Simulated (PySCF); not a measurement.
## From computed data to an observable: oscillator strength and radiative lifetime

(E)-3-methoxyprop-2-en-1-amine (C₄H₉NO), SMILES O(C)/C=C/CN.

Geometry: PBE0-D3(BJ)/def2-SVP. Other conformers were not sampled.

TDDFT-PBE/def2-SVPD (PySCF 2.14.0) puts the first singlet state with f over 0.02 at 5.24 eV (vertical), with the transition dipole (0.514, -0.301, 0.274) in atomic units.

Q: Find the oscillator strength, the wavelength and the radiative lifetime that this transition would have in vacuum if emission retraced absorption.

A: 
|μ|² = 0.4299 au, so |μ| = 1.67 D. ΔE = 5.24/27.211 = 0.1926 hartree. f = (2/3) ΔE |μ|² = 0.055 (the program prints 0.055).
λ = 1239.84/5.24 = 237 nm; ν = 42263 cm⁻¹.
Einstein's coefficient A = 0.6670 ν² f s⁻¹ (ν in cm⁻¹) = 6.6e7 s⁻¹, so τ = 1/A = 15 ns. This state is S1. The figure is the radiative limit of this one transition; relaxation, internal conversion, crossing to triplets and a medium change what is measured.
